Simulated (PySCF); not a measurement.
Computed IR spectrum (relative IR intensity) of a molecule C₃H₆FNSi. Coordinates come from a r2SCAN-D4/def2-SVP optimisation. Other conformers were not sampled. All values below come from PySCF 2.14.0 with r2SCAN-D4/def2-SVP. Frequencies are harmonic and unscaled.

Lines under 2 % of the strongest are left out, and lines within 2 cm⁻¹ are merged.

```json
[
 {"ν (cm⁻¹)": "88", "relative intensity": "6.0"},
 {"ν (cm⁻¹)": "196", "relative intensity": "33"},
 {"ν (cm⁻¹)": "387", "relative intensity": "25"},
 {"ν (cm⁻¹)": "464", "relative intensity": "4.8"},
 {"ν (cm⁻¹)": "580", "relative intensity": "2.8"},
 {"ν (cm⁻¹)": "607", "relative intensity": "4.6"},
 {"ν (cm⁻¹)": "649", "relative intensity": "11"},
 {"ν (cm⁻¹)": "669", "relative intensity": "35"},
 {"ν (cm⁻¹)": "810", "relative intensity": "53"},
 {"ν (cm⁻¹)": "869", "relative intensity": "6.8"},
 {"ν (cm⁻¹)": "871", "relative intensity": "52"},
 {"ν (cm⁻¹)": "1010", "relative intensity": "88"},
 {"ν (cm⁻¹)": "1040", "relative intensity": "13"},
 {"ν (cm⁻¹)": "1160", "relative intensity": "84"},
 {"ν (cm⁻¹)": "1229", "relative intensity": "44"},
 {"ν (cm⁻¹)": "1331", "relative intensity": "7.9"},
 {"ν (cm⁻¹)": "1356", "relative intensity": "2.2"},
 {"ν (cm⁻¹)": "1495", "relative intensity": "2.7"},
 {"ν (cm⁻¹)": "1766", "relative intensity": "79"},
 {"ν (cm⁻¹)": "2179", "relative intensity": "100"},
 {"ν (cm⁻¹)": "2194", "relative intensity": "92"},
 {"ν (cm⁻¹)": "2956", "relative intensity": "51"},
 {"ν (cm⁻¹)": "2996", "relative intensity": "27"},
 {"ν (cm⁻¹)": "3161", "relative intensity": "8.5"},
 {"ν (cm⁻¹)": "3674", "relative intensity": "17"}
]
```

Identify the compound among the candidates.
(A) C[Si@@H](F)CC#N
(B) N[Si@H]1C=C[C@H]1F
(C) F/C=C1/CN[SiH2]1
(D) FC[Si@@H]1C=NC1

C, F/C=C1/CN[SiH2]1
